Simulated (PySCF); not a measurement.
Se(OH)(SMe) (CH₄OSSe), SMILES [Se](O)SC. Coordinates come from a PBE0-D3(BJ)/def2-SVP optimisation. This is a generated structure with no PubChem entry under its InChIKey; it may be hypothetical. The values are those of a single conformer.

Computed equilibrium geometry at PBE0-D3(BJ)/def2-SVP (PySCF confirms it by a frequency run) as bond lengths and angles (one conformer of several):
Atoms: Se1 O2 H3 S4 C5 H6 H7 H8. Bonds (Å): Se1–O2 1.811, Se1–S4 2.169, O2–H3 0.967, S4–C5 1.816, C5–H6 1.098, C5–H7 1.100, C5–H8 1.098. Angles (°): O2–Se1–S4 103.6, Se1–O2–H3 106.6, Se1–S4–C5 103.4, S4–C5–H6 111.0, S4–C5–H7 106.3, S4–C5–H8 110.3, H6–C5–H7 109.5, H6–C5–H8 110.4, H7–C5–H8 109.3.
Charge 0, spin multiplicity 1.
